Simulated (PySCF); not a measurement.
Be(Br)(Me) (CH3BeBr), SMILES [CH3][Be][Br]. Geometry optimised at ωB97X-D3(BJ)/def2-TZVP.

All values below come from PySCF with ωB97X-D3(BJ)/def2-TZVP.

Harmonic wavenumbers (cm⁻¹): 206, 206, 403, 689, 689, 1077, 1262, 1456, 1456, 3048, 3122, 3122. Rotational constants (GHz): 161.2, 2.615, 2.615; symmetry number 3.

Work out the zero-point energy and the ideal-gas rigid-rotor harmonic-oscillator thermochemistry at 298.15 K and 1 atm.

ZPE = ½ Σ hcν = ½ × 16736 cm⁻¹ = 23.92 kcal/mol. H − E(el) = 27.36 kcal/mol. Entropy in cal/(mol K): translation 39.83, rotation 21.01, vibration 5.87, total 66.72. G − E(el) = 7.47 kcal/mol. Cp = 15.42 cal/(mol K).
